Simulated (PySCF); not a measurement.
Se(F)(I), SMILES F[Se]I (FISe), PBE0/def2-SVP optimised geometry.

```
3

Se    -0.66    -1.23     0.00
F      1.10    -1.23     0.00
I     -1.10     1.23     0.00
```

Density from PySCF 2.14.0 with PBE0/def2-TZVP, def2 effective core potentials past Kr at that geometry. The core electrons that the potentials of I replace are not part of the density.

Minimum of the electron density along straight lines between bonded atoms, close to the bond critical point (lines longer than 1.1 times the sum of covalent radii, or with two minima, are not listed):

```
bond    length / Å  ρ at the minimum / e bohr⁻³  ∇²ρ there / e bohr⁻⁵  position (fraction from the first atom)
------  ----------  ---------------------------  --------------------  ---------------------------------------
Se1–F2       1.762                        0.157                  0.34                                     0.47
Se1–I3       2.503                        0.091                 -0.01                                     0.49
```
